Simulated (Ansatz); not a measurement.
C₃H₈AlF at its PBE0-D4/def2-TZVP geometry, where that method's forces vanish. Total charge 0; spin multiplicity 1. The bonds changed during the relaxation, so this is another structure than the one it started from.

```xyz
13

C    -1.8715   -0.8495   -0.5245
Al    0.0463   -0.9850   -0.8501
C     1.2730    0.1666    0.1506
C     0.9325    1.1732    1.1915
F     0.8203    0.7583   -1.2351
H    -2.1442    0.0435    0.0441
H    -2.4336   -0.8293   -1.4633
H    -2.2326   -1.7179    0.0371
H     0.6907   -2.0658   -1.8159
H     2.3480    0.0639    0.0026
H     1.4362    2.1326    1.0388
H     1.2774    0.7676    2.1491
H    -0.1425    1.3418    1.2751
```

Task: What forces (eV/Å) does PBE-D4/def2-TZVPP give on these atoms in Ansatz 0.2.0? (Estimate.)

Result: Ansatz gave: 
```
C1   0.073  0.008 -0.021
Al2 -0.069 -0.248  0.023
C3   0.044 -0.165  0.325
C4   0.001 -0.027 -0.041
F5  -0.045  0.345 -0.459
H6  -0.060  0.166  0.110
H7  -0.114  0.004 -0.171
H8  -0.069 -0.159  0.103
H9   0.045 -0.070 -0.077
H10  0.239 -0.033 -0.017
H11  0.106  0.209 -0.008
H12  0.067 -0.067  0.200
H13 -0.220  0.037  0.035
```
